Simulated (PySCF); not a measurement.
**Which determinant of BPb lies lowest?**

Unrestricted PBE0; PySCF, scalar-relativistic core potentials, basis sets B def2-TZVPP, Pb def2-TZVPP with ECP60. Outer shells of the fragments: B 2s2 2p1; Pb 5d10 6s2 6p2.

Followed along the bond (rough minima from three points):

| 2Ms+1 | unpaired | ⟨S²⟩ at the start | R at minimum (Å) | Te (eV) |
| --- | --- | --- | --- | --- |
| 4 | σ ↑, π ↑↑ | 3.75 | 2.25 | 0.00 |
| 2 | σ ↓, π ↑↑ | 1.77 | 2.25 | 0.33 |
| 2 | σ ↑, π ↑↓ | 1.76 | 2.26 | 0.35 |
| 2 | σ ↑ | 0.79 | 2.28 | 0.93 |
| 2 | π ↑ | 0.76 | none in the scan | ≤ 1.09 |

Solutions found at the starting distance of 2.210 Å, counted from the lowest of them; the search is not exhaustive and high or unbound solutions are not listed, so other states can lie among these:

```tsv
2Ms+1	unpaired	term	E (eV)	⟨S²⟩	⟨Lz²⟩	μ (D)
4	σ ↑, π ↑↑	⁴Σ⁻	0.00	3.75	0.00	1.87
2	σ ↓, π ↑↑	mixed	0.33	1.77	0.00	1.83
2	σ ↑, π ↑↓	mixed	0.35	1.76	2.01	1.86
2	σ ↑	mixed	0.95	0.79	2.00	1.73
2	π ↑	²Π	1.09	0.76	1.01	1.86
2	π ↑	²Π	1.49	0.75	1.00	2.82
4	σ ↑, π ↑↑	mixed	2.35	3.76	2.01	1.36
4	π ↑↑↑	⁴Π	2.36	3.78	1.01	1.03
```

A term symbol is given only where ⟨S²⟩ and ⟨Lz²⟩ are close to those of a pure state; real π, δ and φ orbitals otherwise mix terms. A positive dipole means B(−)Pb(+).

These are scalar-relativistic numbers at best; spin–orbit coupling would shift them, the dissociation energy most.
